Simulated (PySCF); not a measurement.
Telling isomers of C$_{6}$H$_{12}$O$_{2}$ apart by NMR

Non-relativistic Hamiltonian, single conformer, gas phase, fast rotation and ring inversion assumed for equivalent nuclei. NMR shieldings at PBE0/pcSseg-1/GIAO; GFN2-xTB geometry; PySCF.

References, each an isolated molecule treated in the same way: $^{1}$H (31.72 ppm), $^{13}$C (186.93 ppm) vs TMS. Where no couplings were computed, multiplicities follow the n + 1 count of equivalent neighbours, and m marks all less simple cases (inequivalent or close neighbours, rings, F or P nearby). Acid and N–H amide carbonyl carbons lie up to 10 ppm further downfield in solution (hydrogen bonding). Shifts are as computed. Against solution values, carbons near 30 ppm lie about +3 ppm off and those near 130 ppm about +5 ppm. Of 1211 compounds with measured shifts, 218 miss one by over three times the rms of a fit or turn the order of signals round; such compounds aren't used in these exercises. OH and NH positions are gas-phase values without hydrogen bonding to other molecules.

(1) Tabulate the signals of `CC(C)[C@H](C)C(=O)O`, `C=C(C)COCOC` and their relative energies.

(2) What is the quickest way to tell CC(C)[C@H](C)C(=O)O from C=C(C)COCOC?

Results:

(1) 
| SMILES | carbon types | δC | δH | E rel. (kcal/mol) |
| --- | --- | --- | --- | --- |
| CC(C)[C@H](C)C(=O)O | 1×C 2×CH 3×CH3 | 181.0, 46.2, 36.4, 24.9, 19.0, 16.2 | 6.03 (br s, 1H), 2.62 (m, 1H), 1.69 (m, 1H), 1.29 (d, 3H), 1.13 (d, 3H), 1.05 (d, 3H) | 0.0 |
| C=C(C)COCOC | 1×C 3×CH2 2×CH3 | 148.7, 115.0, 100.3, 74.3, 56.7, 22.6 | 5.59 (br s, 1H), 5.29 (br s, 1H), 4.96 (s, 2H), 4.02 (s, 2H), 3.51 (s, 3H), 1.81 (s, 3H) | 50.1 |

Energies are electronic energies at PBE0/pcSseg-1 on these geometries, without zero-point or thermal terms, each for the one conformer computed, which needn't be the lowest.

(2) Both give the same number of carbon signals, but DEPT or the intensities differ. The first has an sp3 CH α to a carbonyl at 46.2 ppm, the second a terminal =CH2 carbon at 115.0 ppm. Their most deshielded carbons lie at 181.0 and 148.7 ppm. In the proton spectra the most deshielded non-exchanging signals are 2.62 (m, 1H) and 5.59 (br s, 1H).
